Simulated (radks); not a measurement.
Problem. Mg, configuration [Ne] 3s2. Method: Dirac Kohn-Sham, AM05, spin-unpolarised, spherical densities, point nucleus; computed with a radial shooting solver on a logarithmic mesh with Libxc functionals. Some entries of the table are withheld. Estimate them.

orbital  occ.  eigenvalue (eV)  r(max) (bohr)  <1/r> (bohr^-1)
1s1/2       2              (1)        0.08531            11.60
2s1/2       2         -79.4460            (2)            2.096
2p1/2       2         -46.7502            (3)            1.960
2p3/2       4         -46.4628            (4)            1.952
3s1/2       2          -4.6447          2.567           0.4202

Solution. 
(1) 1s1/2 eigenvalue (eV): -1253.995
(2) 2s1/2 r(max) (bohr): 0.5484
(3) 2p1/2 r(max) (bohr): 0.4777
(4) 2p3/2 r(max) (bohr): 0.4792
